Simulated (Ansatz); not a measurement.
```xyz
11

C    -0.340    1.581    0.835
Si   -0.933   -0.053    0.128
Sn    1.007   -1.408   -0.859
H    -1.177    2.145    1.250
H     0.133    2.190    0.061
H     0.390    1.417    1.631
H    -1.940    0.183   -0.944
H    -1.589   -0.867    1.188
H     2.190   -1.743    0.330
H     1.781   -0.545   -2.118
H     0.479   -2.900   -1.502
```

Charge 0, multiplicity 1. Sn takes the def2 core potential.

Question: List the CAM-B3LYP/def2-TZVPP orbital energies in eV (Ansatz). (An estimate is asked.)

Answer: Ansatz gave: Occupied: -1800.93, -278.59, -145.51, -140.48, -100.85, -100.83, -100.81, -95.35, -95.35, -95.34, -29.54, -29.54, -29.47, -29.40, -29.40, -21.49, -16.75, -15.17, -13.26, -13.15, -11.07, -10.92, -10.22, -10.22, -8.91. Lowest empty: 0.87, 1.16, 1.39, 1.76, 2.30, 2.59, 2.81, 3.05.
